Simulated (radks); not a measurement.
Results of a calculation; reference values are marked as such.
Isoelectronic series with 12 electrons, each ion in its NIST ground configuration. Level of theory: Dirac Kohn-Sham, PBE, spin-unpolarised, spherical densities, finite nucleus; Fermi nuclear charge, rms radius of each element as measured or else 0.836 A^(1/3) + 0.57 fm (a radial shooting solver on a logarithmic mesh with Libxc functionals). Total energies (hartree) and mean radii <r> (bohr):

ion    configuration  E (hartree)   3s1/2    2p3/2    2p1/2   2s1/2
Mg          [Ne] 3s2   -200.27986   3.150   0.6902   0.6879  0.6971
P3+         [Ne] 3s2   -339.74840   1.670   0.4837   0.4815  0.5182
Ar6+        [Ne] 3s2   -517.87196   1.186   0.3734   0.3711  0.4111
Sc9+        [Ne] 3s2   -734.79977  0.9266   0.3044   0.3018  0.3401
Cr12+       [Ne] 3s2   -990.80189  0.7622   0.2569   0.2542  0.2897
Co15+       [Ne] 3s2  -1286.22128  0.6477   0.2223   0.2193  0.2520
Zn18+       [Ne] 3s2  -1621.46611  0.5631   0.1959   0.1926  0.2228
As21+       [Ne] 3s2  -1997.00921  0.4978   0.1750   0.1715  0.1994
Kr24+       [Ne] 3s2  -2413.39167  0.4458   0.1582   0.1544  0.1803
Mo30+       [Ne] 3s2  -3371.19489  0.3681   0.1326   0.1282  0.1508
Rh33+       [Ne] 3s2  -3914.07331  0.3381   0.1226   0.1180  0.1391
Cd36+       [Ne] 3s2  -4500.71596  0.3125   0.1140   0.1091  0.1290
Sb39+       [Ne] 3s2  -5132.08131  0.2902   0.1065   0.1013  0.1201
Xe42+       [Ne] 3s2  -5809.22602  0.2706  0.09988  0.09439  0.1122
